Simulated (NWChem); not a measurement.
Program: NWChem. System: C2H6Mg, charge 0, spin multiplicity 1, at a geometry optimised with PBE/def2-SVP. The structure started from a generated list of species. Level: constrained PBE/def2-SVP.

Job file:

```
start mol
memory heap 200 mb stack 900 mb global 1100 mb
geometry units angstroms nocenter noautoz noautosym
  Mg     0.000000     0.000000     0.000320
  C     -0.273803    -2.092299    -0.000142
  H      0.013337    -2.551499    -0.971225
  H     -1.333002    -2.374641     0.186460
  H      0.334171    -2.594567     0.783695
  C      0.273803     2.092299    -0.000142
  H      1.333002     2.374641     0.186460
  H     -0.334171     2.594567     0.783695
  H     -0.013337     2.551499    -0.971225
end
basis spherical
  * library def2-svp
end
dft
  xc xpbe96 cpbe96
  semidirect memsize 60000000 filesize 0
  iterations 100
  convergence nolevelshifting
  cdft 1 1 charge 0.3 pop lowdin
end
task dft energy
```

NWChem printed:

```
             Northwest Computational Chemistry Package (NWChem) 7.3.0
             --------------------------------------------------------

                                NWChem Input Module
                                -------------------

 Scaling coordinates for geometry "geometry" by  1.889725989
 (inverse scale =  0.529177249)

                             Geometry "geometry" -> ""
                             -------------------------

 Output coordinates in angstroms (scale by  1.889725989 to convert to a.u.)

  No.       Tag          Charge          X              Y              Z
 ---- ---------------- ---------- -------------- -------------- --------------
    1 Mg                  12.0000     0.00000000     0.00000000     0.00032000
    2 C                    6.0000    -0.27380300    -2.09229900    -0.00014200
    3 H                    1.0000     0.01333700    -2.55149900    -0.97122500
    4 H                    1.0000    -1.33300200    -2.37464100     0.18646000
    5 H                    1.0000     0.33417100    -2.59456700     0.78369500
    6 C                    6.0000     0.27380300     2.09229900    -0.00014200
    7 H                    1.0000     1.33300200     2.37464100     0.18646000
    8 H                    1.0000    -0.33417100     2.59456700     0.78369500
    9 H                    1.0000    -0.01333700     2.55149900    -0.97122500

 Effective nuclear repulsion energy (a.u.)      78.4090148780

            Nuclear Dipole moment (a.u.)
            ----------------------------
        X                 Y               Z
 ---------------- ---------------- ----------------
     0.0000000000     0.0000000000    -0.0000075589


 Summary of "ao basis" -> "" (spherical)
 ------------------------------------------------------------------------------
       Tag                 Description            Shells   Functions and Types
 ---------------- ------------------------------  ------  ---------------------
 *                          def2-svp                  on all atoms

  pbe96 is a nonlocal functional; adding pw91lda local functional.

                                 NWChem DFT Module
                                 -----------------

 Summary of "ao basis" -> "ao basis" (spherical)
 ------------------------------------------------------------------------------
       Tag                 Description            Shells   Functions and Types
 ---------------- ------------------------------  ------  ---------------------
 Mg                         def2-svp                 8       18   4s3p1d
 C                          def2-svp                 6       14   3s2p1d
 H                          def2-svp                 3        5   2s1p

 Summary of "ao basis" -> "ao basis" (spherical)
 ------------------------------------------------------------------------------
       Tag                 Description            Shells   Functions and Types
 ---------------- ------------------------------  ------  ---------------------
 Mg                         def2-svp                 8       18   4s3p1d
 C                          def2-svp                 6       14   3s2p1d
 H                          def2-svp                 3        5   2s1p

            General Information
            -------------------
          SCF calculation type: DFT
          Wavefunction type:  closed shell.
          No. of atoms     :     9
          No. of electrons :    30
           Alpha electrons :    15
            Beta electrons :    15
          Charge           :     0
          Spin multiplicity:     1
          Use of symmetry is: off; symmetry adaption is: off
          Maximum number of iterations: 100
          AO basis - number of functions:    76
                     number of shells:    38
          Convergence on energy requested:  1.00D-06
          Convergence on density requested:  1.00D-05
          Convergence on gradient requested:  5.00D-04

              XC Information
              --------------
          PerdewBurkeErnzerhof Exchange Functional  1.000
            Perdew 1991 LDA Correlation Functional  1.000 local
           PerdewBurkeErnz. Correlation Functional  1.000 non-local

             Grid Information
             ----------------
          Grid used for XC integration:  medium
          Radial quadrature: Mura-Knowles
          Angular quadrature: Lebedev.
          Tag              B.-S. Rad. Rad. Pts. Rad. Cut. Ang. Pts.
          ---              ---------- --------- --------- ---------
          Mg                  1.50       88           9.0       590
          C                   0.70       49          12.0       434
          H                   0.35       45          13.0       434
          Grid pruning is: on
          Number of quadrature shells:   456
          Spatial weights used:  Erf1

          Convergence Information
          -----------------------
          Convergence aids based upon iterative change in
          total energy or number of iterations.
          Levelshifting, if invoked, occurs when the
          HOMO/LUMO gap drops below (HL_TOL):  1.00D-02
          DIIS, if invoked, will attempt to extrapolate
          using up to (NFOCK): 10 stored Fock matrices.

                    Damping( 0%)  Levelshifting(0.0)       DIIS
                  --------------- ------------------- ---------------
          dE  on:    start             N/A                start
          dE off:    2 iters           N/A              100 iters

      Screening Tolerance Information
      -------------------------------
          Density screening/tol_rho:  1.00D-10
          AO Gaussian exp screening on grid/accAOfunc:  14
          CD Gaussian exp screening on grid/accCDfunc:  20
          XC Gaussian exp screening on grid/accXCfunc:  20
          Schwarz screening/accCoul:  1.00D-08

      Superposition of Atomic Density Guess
      -------------------------------------

 Sum of atomic energies:        -277.78010581

      Non-variational initial energy
      ------------------------------

 Total energy =    -278.926613
 1-e energy   =    -537.979642
 2-e energy   =     180.644014
 HOMO         =      -0.295628
 LUMO         =      -0.058771

------------------------------------------------------------
EAF file 0: "./mol.aoints.0" size=524288 bytes
------------------------------------------------------------
               write      read    awrite     aread      wait
               -----      ----    ------     -----      ----
     calls:        1         0         0         0         0
   data(b): 5.24e+05  0.00e+00  0.00e+00  0.00e+00
   time(s): 0.00e+00  0.00e+00  0.00e+00  0.00e+00  0.00e+00
rate(mb/s): 0.00e+00  0.00e+00
------------------------------------------------------------

   convergence    iter        energy       DeltaE   RMS-Dens  Diis-err    time
 ---------------- ----- ----------------- --------- --------- ---------  ------
 d= 0,ls=0.0,diis     1   -279.4737833335 -3.58D+02  1.41D-02  2.68D-01     1.2
 CDFT multipliers:
      1        0.0310051789
      iter =    6
 d= 0,ls=0.0,diis     2   -279.4803889441 -6.61D-03  8.06D-03  1.83D-01     1.6
 CDFT multipliers:
      1       -0.0058861158
      iter =    6
 d= 0,ls=0.0,diis     3   -279.5006535764 -2.03D-02  2.23D-03  2.66D-02     2.0
 CDFT multipliers:
      1       -0.0011296531
      iter =    5
 d= 0,ls=0.0,diis     4   -279.5042963840 -3.64D-03  1.65D-04  1.46D-04     2.5
 CDFT multipliers:
      1       -0.0004335116
      iter =    5
 d= 0,ls=0.0,diis     5   -279.5043171549 -2.08D-05  1.61D-05  1.63D-06     2.9
 CDFT multipliers:
      1       -0.0004836177
      iter =    2
 d= 0,ls=0.0,diis     6   -279.5043173729 -2.18D-07  2.79D-06  9.58D-09     3.3
  CDFT final multipliers
      1       -0.0004746924

         Total DFT energy =     -279.504317372977
      One electron energy =     -541.367144018393
           Coulomb energy =      212.699087712312
    Exchange-Corr. energy =      -29.245275944876
 Nuclear repulsion energy =       78.409014877981

 Numeric. integr. density =       29.999999988299

     Total iterative time =      3.6s

                       DFT Final Molecular Orbital Analysis
                       ------------------------------------

 Vector   13  Occ=2.000000D+00  E=-3.164602D-01
              MO Center= -5.9D-03, -1.7D-02,  1.3D-01, r^2= 6.6D+00
   Bfn.  Coefficient  Atom+Function         Bfn.  Coefficient  Atom+Function
  ----- ------------  ---------------      ----- ------------  ---------------
    22      0.302249  2 C  px                51     -0.300001  6 C  px
    38     -0.254422  4 H  s                 62     -0.251811  7 H  s
    67      0.167933  8 H  s                 43      0.166103  5 H  s
    39     -0.118902  4 H  s                 63     -0.117708  7 H  s
    25      0.114724  2 C  px                54     -0.113710  6 C  px

 Vector   14  Occ=2.000000D+00  E=-2.360945D-01
              MO Center=  5.3D-05,  4.0D-04,  8.4D-05, r^2= 4.2D+00
   Bfn.  Coefficient  Atom+Function         Bfn.  Coefficient  Atom+Function
  ----- ------------  ---------------      ----- ------------  ---------------
     3      0.514220  1 Mg s                 23      0.290961  2 C  py
    52     -0.291051  6 C  py                 2      0.283260  1 Mg s
    26      0.174264  2 C  py                55     -0.174323  6 C  py
     4      0.083946  1 Mg s                 21      0.082168  2 C  s
    50      0.082214  6 C  s                 33     -0.070668  3 H  s

 Vector   15  Occ=2.000000D+00  E=-1.937409D-01
              MO Center= -4.8D-05, -3.7D-04, -1.2D-05, r^2= 4.6D+00
   Bfn.  Coefficient  Atom+Function         Bfn.  Coefficient  Atom+Function
  ----- ------------  ---------------      ----- ------------  ---------------
    23      0.349165  2 C  py                52      0.349108  6 C  py
    26      0.244470  2 C  py                55      0.244434  6 C  py
    21      0.217176  2 C  s                 50     -0.217159  6 C  s
     9     -0.166299  1 Mg py                 6     -0.159837  1 Mg py
    12     -0.127920  1 Mg py                20      0.090054  2 C  s

 Vector   16  Occ=0.000000D+00  E=-3.719457D-02
              MO Center=  3.0D-06,  1.9D-05,  1.8D-03, r^2= 7.5D+00
   Bfn.  Coefficient  Atom+Function         Bfn.  Coefficient  Atom+Function
  ----- ------------  ---------------      ----- ------------  ---------------
     4      1.102325  1 Mg s                 21     -0.614835  2 C  s
    50     -0.614854  6 C  s                 26     -0.209357  2 C  py
    55      0.209350  6 C  py                 3      0.196381  1 Mg s
    20     -0.168447  2 C  s                 49     -0.168454  6 C  s
    23     -0.158050  2 C  py                52      0.158043  6 C  py

 Vector   17  Occ=0.000000D+00  E=-1.616405D-02
              MO Center=  3.4D-06,  9.8D-06,  2.7D-02, r^2= 5.5D+00
   Bfn.  Coefficient  Atom+Function         Bfn.  Coefficient  Atom+Function
  ----- ------------  ---------------      ----- ------------  ---------------
    13      0.899427  1 Mg pz                10      0.253381  1 Mg pz
     7      0.168416  1 Mg pz                34      0.158381  3 H  s
    73      0.158378  9 H  s                 44     -0.128071  5 H  s
    68     -0.128074  8 H  s                 33      0.095975  3 H  s
    72      0.095975  9 H  s                 43     -0.077419  5 H  s

 Vector   18  Occ=0.000000D+00  E=-1.614833D-02
              MO Center= -1.2D-06,  1.0D-05, -2.8D-02, r^2= 5.5D+00
   Bfn.  Coefficient  Atom+Function         Bfn.  Coefficient  Atom+Function
  ----- ------------  ---------------      ----- ------------  ---------------
    11      0.891966  1 Mg px                 8      0.251236  1 Mg px
     5      0.166994  1 Mg px                39      0.165273  4 H  s
    63     -0.165273  7 H  s                 12     -0.116402  1 Mg py
    44     -0.109144  5 H  s                 68      0.109139  8 H  s
    38      0.100080  4 H  s                 62     -0.100081  7 H  s

     ---------------------------------------------
      Total Density - Mulliken Population Analysis
     ---------------------------------------------

    Atom       Charge   Shell Charges
 -----------   ------   -------------------------------------------------------
    1 Mg  12    11.58   2.00  1.98  0.83  0.10  5.97  0.33  0.17  0.20
    2 C    6     6.37   1.98  0.89  0.30  2.07  1.12  0.01
    3 H    1     0.95   0.72  0.20  0.02
    4 H    1     0.95   0.72  0.20  0.02
    5 H    1     0.95   0.72  0.20  0.02
    6 C    6     6.37   1.98  0.89  0.30  2.07  1.12  0.01
    7 H    1     0.95   0.72  0.20  0.02
    8 H    1     0.95   0.72  0.20  0.02
    9 H    1     0.95   0.72  0.20  0.02

     -------------------------------------------
      Total Density - Lowdin Population Analysis
     -------------------------------------------

    Atom       Charge   Shell Charges
 -----------   ------   -------------------------------------------------------
    1 Mg  12    11.70   2.00  1.95  0.54  0.19  5.83  0.56  0.27  0.36
    2 C    6     6.32   1.96  0.59  0.35  1.85  1.53  0.04
    3 H    1     0.94   0.61  0.26  0.07
    4 H    1     0.94   0.61  0.26  0.07
    5 H    1     0.94   0.61  0.26  0.07
    6 C    6     6.32   1.96  0.59  0.35  1.85  1.53  0.04
    7 H    1     0.94   0.61  0.26  0.07
    8 H    1     0.94   0.61  0.26  0.07
    9 H    1     0.94   0.61  0.26  0.07

 center of mass
 --------------
 x =   0.00000000 y =   0.00000000 z =   0.00007381

 moments of inertia (a.u.)
 ------------------
         522.559930000812         -65.397573609911          -0.000000000000
         -65.397573609911          31.481236165692           0.000000000000
          -0.000000000000           0.000000000000         531.119450530959

     Multipole analysis of the density
     ---------------------------------

     L   x y z        total         alpha         beta         nuclear
     -   - - -        -----         -----         ----         -------
     0   0 0 0     -0.000000    -15.000000    -15.000000     30.000000

     1   1 0 0     -0.000013     -0.000006     -0.000006      0.000000
     1   0 1 0     -0.000094     -0.000047     -0.000047      0.000000
     1   0 0 1      0.000274      0.000141      0.000141     -0.000008

     2   2 0 0    -17.817669    -17.259950    -17.259950     16.702232
     2   1 1 0     -0.952112    -20.836869    -20.836869     40.721627
     2   1 0 1     -0.000000     -0.000000     -0.000000      0.000000
     2   0 2 0    -24.979817   -173.713233   -173.713233    322.446649
     2   0 1 1     -0.000001     -0.000000     -0.000000      0.000000
     2   0 0 2    -17.692715    -14.532291    -14.532291     11.371868

 Task  times  cpu:        3.8s     wall:        3.8s

 Total times  cpu:        3.8s     wall:        3.8s
```
